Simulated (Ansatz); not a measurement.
Ansatz (a first-principles code) input file for H4Pb, SMILES [PbH4], ωB97X-V/def2-TZVPD. Geometry optimised at PBE0-D3(BJ)/def2-TZVPD. The def2 effective core potentials stand for the cores of Pb; spin–orbit coupling is left out.

Ansatz 0.2 input:
```yaml
crystal:
  periodic: [false, false, false]
  atoms:
    - {symbol: Pb, position_ang: [0.00000000, 0.00000000, 0.00000000]}
    - {symbol: H, position_ang: [-1.01028419, 1.01028419, -1.01028419]}
    - {symbol: H, position_ang: [1.01028419, 1.01028419, 1.01028419]}
    - {symbol: H, position_ang: [1.01028419, -1.01028419, -1.01028419]}
    - {symbol: H, position_ang: [-1.01028419, -1.01028419, 1.01028419]}
basis:
  gaussian:
    orbitals: def2-TZVPD
hamiltonian:
  xc: {name: wB97X-V}
```

It prints:

```
WARN ansatz: RAYON_NUM_THREADS=1 ignored (pool sized by the plan → 1); use --threads N
Functional definition: wB97X-V
integrals: 0.03 GiB planned
668 factors; their error is unknown
integrals: 0.07 GiB planned
295 factors; integrals over basis functions are off by at most 6.2e-6 eV
mean field: 0.34 GiB planned
mean field evaluation 1: about -5310.6037 eV, gradient 8.0e0 eV
mean field evaluation 2: about -5310.7928 eV, gradient 4.1e0 eV
mean field evaluation 4: about -5310.8254 eV, gradient 1.1e-1 eV
mean field evaluation 8: about -5310.8424 eV, gradient 3.1e-2 eV
mean field -5310.84243221 eV, -195.1698595655 hartree, gradient 3.0e-5 eV, S^2 0.000000; 0 other end points of the search recorded, 0 dependent functions left out
reference -5310.84242974 eV, -195.1698594747 hartree; 13, 13 occupied and 79, 79 virtual orbitals, 668 factors
Total energy: -5310.84242974 eV, -195.1698594747 hartree
```

Self-consistency was reached.

Cost: roughly 2.4 core-seconds.
